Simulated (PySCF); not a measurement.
C₅H₁₄P₂.
Numbering: `[CH3:1][CH2:2][CH2:3][P:4]([CH3:5])[CH2:6][PH2:7]` (hydrogens: H8, H9, H10 on C1; H11, H12 on C2; H13, H14 on C3; H15, H16, H17 on C5; H18, H19 on C6; H20, H21 on P7)

Computed by this run: PBE0-D3(BJ)/def2-SVP geometry optimisation, gas phase in PySCF 2.14.0; density fitting, grid level 1; the optimiser is geomeTRIC in internal coordinates, started from a GFN2-xTB structure with every atom displaced at random (about 0.01 Å).

Step 0: E = -23968.1710 eV
```
atom  x, y, z in Å  |  force x, y, z in eV/Å
C1     -3.0176    0.7245    0.4656   -0.094   1.065   0.093
C2     -1.9999   -0.2681    0.0061    0.599   0.266   0.446
C3     -0.6734    0.4055   -0.2729    0.626  -0.863   0.006
P4      0.6378   -0.7645   -0.9720   -0.855   0.325   0.048
C5      0.9313   -1.7945    0.5280   -0.300   0.757   0.250
C6      2.0735    0.3821   -0.8760    0.272  -0.282   0.340
P7      2.5068    1.0943    0.7993   -1.596   0.560  -0.160
H8     -3.9668    0.2624    0.6746   -0.794  -0.418   0.241
H9     -2.7049    1.2707    1.3787    0.022  -0.192  -0.172
H10    -3.2126    1.4909   -0.3040    0.068   0.001  -0.004
H11    -1.8822   -1.0298    0.7887    0.089  -0.239  -0.008
H12    -2.3318   -0.7630   -0.8945   -0.348  -0.493  -0.597
H13    -0.2806    0.8682    0.6416    0.100   0.117   0.185
H14    -0.8055    1.2062   -0.9969   -0.065   0.375  -0.423
H15     0.1285   -2.5254    0.6587   -0.114  -0.127   0.031
H16     1.8684   -2.3147    0.4049    0.626  -0.505  -0.041
H17     1.0024   -1.1483    1.4259   -0.083  -0.257  -0.036
H18     1.8464    1.2249   -1.5333    0.009   0.187  -0.275
H19     2.9444   -0.1545   -1.2790    0.047   0.117  -0.191
H20     3.2822    0.0486    1.2212    0.832  -1.074   0.498
H21     3.5824    1.8069    0.3131    0.959   0.680  -0.230
```

**Question.** Estimate the geometry and energy of step 1. (The exact step hangs on the optimiser's Hessian estimate; all steps are aligned on step 0, rigid shifts and turns removed.)

**Answer.** E = -23968.3468 eV, largest force 0.403 eV/Å
```
atom  x, y, z in Å  |  force x, y, z in eV/Å
C1     -3.0777    0.7352    0.4642   -0.055  -0.104   0.004
C2     -2.0165   -0.2507   -0.0014   -0.081  -0.092  -0.108
C3     -0.6692    0.4114   -0.2570    0.001   0.137  -0.061
P4      0.6144   -0.7492   -0.9359    0.026   0.069   0.043
C5      0.9309   -1.7894    0.5608    0.059  -0.155  -0.038
C6      2.0991    0.3773   -0.8874   -0.051   0.086  -0.052
P7      2.5652    1.1151    0.7664    0.387  -0.111   0.017
H8     -4.0464    0.2405    0.6474    0.076   0.005  -0.016
H9     -2.7734    1.2269    1.3995    0.008   0.053   0.051
H10    -3.2451    1.5216   -0.2867    0.000   0.052  -0.029
H11    -1.8986   -1.0449    0.7557   -0.012  -0.009   0.005
H12    -2.3577   -0.7610   -0.9234    0.046   0.049   0.093
H13    -0.2940    0.8943    0.6644   -0.005  -0.017  -0.018
H14    -0.7916    1.2195   -1.0051    0.030  -0.090   0.054
H15     0.1388   -2.5488    0.6521    0.026   0.020  -0.001
H16     1.8887   -2.3241    0.4394   -0.092   0.022  -0.007
H17     0.9676   -1.2087    1.4947    0.002   0.056   0.061
H18     1.8582    1.2190   -1.5621    0.019  -0.051   0.040
H19     2.9473   -0.1518   -1.3461    0.008  -0.029  -0.027
H20     3.3845    0.0208    1.2376   -0.189   0.268  -0.112
H21     3.7044    1.8693    0.3008   -0.202  -0.157   0.100
```

The energy changes by -0.1758 eV. The first-order estimate −F·Δx gives -0.4204 eV and the mean of the old and new forces, exact on a quadratic surface, -0.1821 eV. The step makes an angle of 67° with the force vector and moves no atom by more than 0.138 Å.

What follows is the cost of the whole optimisation. Hardware: an Arm Neoverse V1 with one thread, shared host with 64 logical CPUs at a one-minute load of 14. Cost: 1.7 min, 0.72 GiB resident at most.
